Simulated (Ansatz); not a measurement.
`S[SiH2]C1BC1`, relaxed with RKS PBE-D4/def2-SVP in the Gaussian-basis code of Ansatz from a rough embedded geometry. The force threshold is 0.03 eV/Å; the program also tests the step.

The species carries charge 0 and has multiplicity 1.

Start:

```xyz
12

S    -0.124    2.773   -0.720
Si    0.368    0.770   -1.124
C    -0.642   -0.324   -0.022
B    -0.095   -0.557    1.470
C    -0.092   -1.667    0.295
H     0.326    2.704    0.653
H     0.028    0.475   -2.524
H     1.762    0.517   -0.855
H    -1.813   -0.234   -0.042
H     0.243   -0.128    2.503
H    -0.834   -2.440    0.502
H     0.872   -1.889   -0.135
```

**Question.** How much energy does the relaxation release, and in how many steps? (Estimate.)

**Answer.** Computed: 0.63 eV, in 7 steps, 1 of them rejected.

**Question.** Which bonds change most? (An estimate is asked.)

**Answer.** Computed: S1–H6 from 1.447 to 1.363 Å; B4–C5 from 1.617 to 1.533 Å; C3–C5 from 1.486 to 1.562 Å; C3–B4 from 1.606 to 1.532 Å.

**Question.** Give the relaxed structure. (Estimate.)

**Answer.** Ansatz gave: 
```xyz
12

S    -0.091    2.900   -0.798
Si    0.346    0.804   -1.109
C    -0.609   -0.290    0.072
B    -0.076   -0.630    1.467
C    -0.076   -1.723    0.392
H     0.259    2.875    0.519
H    -0.033    0.574   -2.546
H     1.812    0.495   -0.941
H    -1.703   -0.137   -0.016
H     0.112   -0.278    2.604
H    -0.803   -2.553    0.459
H     0.863   -2.036   -0.102
```
